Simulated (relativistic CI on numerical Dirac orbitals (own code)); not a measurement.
# Cs VII: calculation against measurement

Method of calculation: Dirac-Coulomb-Breit CI, orbitals from a KLI potential per configuration, a model potential for QED, valence Slater integrals scaled by 0.9, configuration energies shifted to the measured levels that pair with them (semi-empirical) (own radial code, finite nucleus).

Configuration list (outside the closed core [Kr]): 4d10.5s2.5p, 4d10.5s.5p2, 4d10.5s2.4f, 4d10.5s2.5d, 4d10.5s.5p.4f, 4d10.5p3, 4d10.5s2.6s, 4d10.5s.5p.5d, 4d10.5s2.6p, 4d10.5s.5p.6s, 4d10.5s2.5f, 4d10.5p.4f2, 4d10.5s2.5g, 4d10.5p.5d2, 4d10.5s.5p.5f, 4d10.5p2.4f, 4d10.5s.4f2, 4d10.5s.5p.5g, 4d10.5p2.5d, 4d10.5s.4f.5d, 4d10.5s2.6d, 4d10.5s.5d2, 4d10.5s2.7s, 4d10.5s.5p.6p, 4d10.5s2.7p, 4d10.5p.4f.5d, 4d9.5s2.5p.4f, 4d10.5s2.6f, 4d10.5p.5f2, 4d10.5s2.7d. Levels of other configurations are missing.

| Configuration | Term (tabulated) | J | Measured (cm⁻¹) | Computed | Error | Purity (%) |
| --- | --- | --- | --- | --- | --- | --- |
| 4d10.5s2.5p | 2P° | 1/2 | 0.0 | 0 | 0 | 98 |
| 4d10.5s2.5p | 2P° | 3/2 | 19379.3 | 18893 | -487 | 98 |
| 4d10.5s2.4f | 2F° | 5/2 | 166537.8 | 166644 | 106 | 97 |
| 4d10.5s2.4f | 2F° | 7/2 | 167297.3 | 167191 | -106 | 97 |
| 4d10.5s2.5d | 2D | 3/2 | 205995.0 | 206003 | 8 | 87 |
| 4d10.5s2.5d | 2D | 5/2 | 208788.3 | 208780 | -8 | 89 |
| 4d10.5s.5p.4f | 4F | 3/2 | 268167.3 | 266979 | -1189 | 91 |
| 4d10.5p3 | 2D° | 5/2 | 272401.8 | 271006 | -1396 | 71 |
| 4d10.5s2.6s | 2S | 1/2 | 273349.6 | 273350 | 0 | 99 |
| 4d10.5s.5p.4f | 4D | 5/2 | 286809.5 | 285664 | -1146 | 78 |
| 4d10.5s.5p.4f | 2G | 7/2 | 289471.3 | 288790 | -681 | 67 |
| 4d10.5p3 | 2P° | 1/2 | 293210.4 | 294699 | 1489 | 82 |
| 4d10.5s.5p.4f | 2D | 5/2 | 295869.6 | 295870 | 0 | 80 |
| 4d10.5s.5p.5d | 4F° | 5/2 | 297070.8 | 295178 | -1892 | 93 |
| 4d10.5s.5p.4f | 2D | 3/2 | 302199.0 | 302385 | 186 | 95 |
| 4d10.5p3 | 2P° | 3/2 | 302523.1 | 302530 | 7 | 55 |
| 4d10.5s.5p.5d | 4F° | 7/2 | 302858.9 | 301074 | -1785 | 92 |
| 4d10.5s.5p.5d | 4P° | 5/2 | 310692.9 | 309945 | -747 | 61 |
| 4d10.5s.5p.5d | 4D° | 3/2 | 312206.2 | 311907 | -300 | 57 |
| 4d10.5s.5p.5d | 4D° | 1/2 | 312626.3 | 312761 | 135 | 84 |
| 4d10.5s2.6p | 2P° | 1/2 | 320849.1 | 320933 | 84 | 97 |
| 4d10.5s.5p.4f | 2D | 3/2 | 323934.7 | 330527 | 6592 | 93 |
| 4d10.5s.5p.5d | 4D° | 7/2 | 324723.1 | 324097 | -626 | 90 |
| 4d10.5s.5p.4f | 2D | 5/2 | 325158.1 | 331452 | 6294 | 93 |
| 4d10.5s.5p.5d | 4P° | 1/2 | 326357.2 | 324351 | -2006 | 88 |
| 4d10.5s2.6p | 2P° | 3/2 | 328058.7 | 327985 | -74 | 65 |
| 4d10.5s.5p.5d | 2F° | 7/2 | 342601.4 | 342594 | -7 | 94 |
| 4d10.5s.5p.5d | 2P° | 3/2 | 348210.8 | 352514 | 4303 | 59 |
| 4d10.5s.5p.5d | 2P° | 1/2 | 356018.6 | 360023 | 4004 | 82 |
| 4d10.5s.5p.5d | 2F° | 7/2 | 356097.8 | 356153 | 55 | 58 |
| 4d10.5s.5p.5d | 2P° | 1/2 | 364990.5 | 372655 | 7665 | 85 |
| 4d10.5s.5p.5d | 2P° | 3/2 | 368266.0 | 375972 | 7706 | 81 |
| 4d10.5s.5p.6s | 4P° | 1/2 | 379095.2 | 377278 | -1817 | 95 |
| 4d10.5s.5p.6s | 4P° | 3/2 | 383877.2 | 382561 | -1316 | 91 |
| 4d10.5s2.5f | 2F° † | 5/2 | 384898.1 | 385492 | 594 | 56 |
| 4d10.5s2.5f | 2F° † | 7/2 | 385053.3 | 384822 | -231 | 61 |
| 4d10.5s.5p.6s | 2P° | 1/2 | 390998.6 | 391405 | 407 | 95 |
| 4d10.5s.5p.6s | 4P° | 5/2 | 398620.4 | 396487 | -2134 | 100 |
| 4d10.5s.5p.6s | 2P° | 3/2 | 406418.0 | 406418 | 0 | 91 |
| 4d10.5s.5p.6s | 2P° | 1/2 | 434061.0 | 442329 | 8268 | 86 |
| 4d10.5s.5p.6s | 2P° | 3/2 | 435437.8 | 443391 | 7953 | 85 |

Measured levels from Sansonetti, J. Phys. Chem. Ref. Data 38, 761 (2009); pairs were made by configuration, J and term (by order where the table uses no LS term), so strongly mixed levels may be paired wrongly.

Mean error by configuration (cm⁻¹): 4d10.5s2.5p -487; 4d10.5s2.4f 0; 4d10.5s2.5d 0; 4d10.5s.5p.4f 1437; 4d10.5p3 33; 4d10.5s2.6s 0; 4d10.5s.5p.5d 1270; 4d10.5s2.6p 5; 4d10.5s.5p.6s 1623. Over the excited levels the mean absolute error is 1920 cm⁻¹ (40 of the 66 excited levels that our extract of the source holds in range could be paired, and the others can miss by more), and the median relative error of those above 1,000 cm⁻¹ is 0.29 %, both after the shifts were fitted to these levels, so that a configuration with one level shows no error. † marks terms whose computed intervals miss the measured ones by more than a factor of 2.5, or configurations far off the rest, from wrong mixing, a near crossing or a doubtful label or measurement; they are left out of the means.

Configurations whose levels could be paired with our table of measured levels were shifted onto them, all but the ground configuration, by the median error of their levels; single terms can still be off by 1,000 to 2,000 cm⁻¹ or more, and rates follow the energies as ν³ (E1, M1) or ν⁵ (E2). The others borrow a shift and can be off by several thousand cm⁻¹ or more. Levels and lines within the n = 5 or 6 shells can be off by up to 10 % or somewhat more, and those that change n by about 2 %, since core polarisation is missing. 40 of the 66 excited levels that our extract of the measured tables holds in this range could be paired (the sources list more); they are missed by 1845 cm⁻¹ on average and 8268 at most, after the shifts were fitted to these levels, and levels without a partner can miss by more. The lowest levels of unpaired configurations miss by -5601 (4d10 5s 5p2). Levels that differ in their count of f electrons can be misplaced by several ten thousand cm⁻¹, since the correlation energy of f electrons is missing or only estimated; rates across such gaps can be off by orders of magnitude.

Shifts applied (cm⁻¹): 4d10.5s2.5p 0; 4d10.5s2.4f -3784; 4d10.5s2.5d -1107; 4d10.5s.5p.4f 551; 4d10.5p3 790; 4d10.5s2.6s -6928; 4d10.5s.5p.5d 445; 4d10.5s2.6p -8106; 4d10.5s.5p.6s -759; 4d10.5s2.5f -17933.
